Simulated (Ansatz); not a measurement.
`O=C=[Se]` at its PBE0-D4/def2-TZVP geometry, where that method's forces vanish. Total charge 0; spin multiplicity 1.

```xyz
3

O     0.4066    0.8726   -0.9249
C     0.0566    0.1214   -0.1287
Se   -0.4632   -0.9940    1.0537
```

(1) What forces (eV/Å) does ωB97M-V/def2-TZVPP give on these atoms in Ansatz 0.2.0? (Best estimate.)

Answers

(1) Ansatz gave: 
```
O1  -0.074 -0.159  0.169
C2   0.144  0.309 -0.328
Se3 -0.070 -0.150  0.159
```
